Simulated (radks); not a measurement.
Neutral titanium inside a hard spherical wall (all orbitals vanish at R), configuration held at [Ar] 3d2 4s2 and not refilled when levels cross. Method: non-relativistic Kohn-Sham, PBEsol, spin-polarised, spherical densities, point nucleus; open shells are filled with parallel spins first; computed with a radial shooting solver on a logarithmic mesh with Libxc functionals. Eigenvalues in eV for spin up, with the zero of energy where the potential of the charges vanishes at infinity; a dash marks a level that is unbound or too diffuse for the functional's potential to be trusted. A positive occupied level is held by the wall or, in an anion where self-interaction has pushed it up, behind a barrier. The pressure on the wall is -dE/dV.

R (bohr)  E (hartree)  kinetic (hartree)    e(3s)    e(3p)   e(3d)   e(4s)  e(4p, empty)  e(5s, empty)  pressure (GPa)
free       -848.15644            847.283  -62.249  -39.330  -5.016  -4.643        -1.560             -               0
15         -848.15643            847.283  -62.248  -39.330  -5.015  -4.643        -1.556         0.329        < 0.0001
12         -848.15632            847.284  -62.237  -39.318  -5.004  -4.634        -1.524         0.934         0.00202
8          -848.14839            847.340  -61.849  -38.931  -4.642  -4.317        -0.920         4.838           0.306
7          -848.13376            847.421  -61.387  -38.473  -4.217  -3.898        -0.244         7.880            1.12
3          -846.10566            854.034  -46.795  -24.162  10.919  26.051        36.419        113.87             767
2.5        -843.69991            861.488  -37.685  -14.795  21.922  54.974        67.928        190.59            2810
1.5        -813.91839            940.320   38.518   65.872  106.94  318.16        327.66        754.73           88400
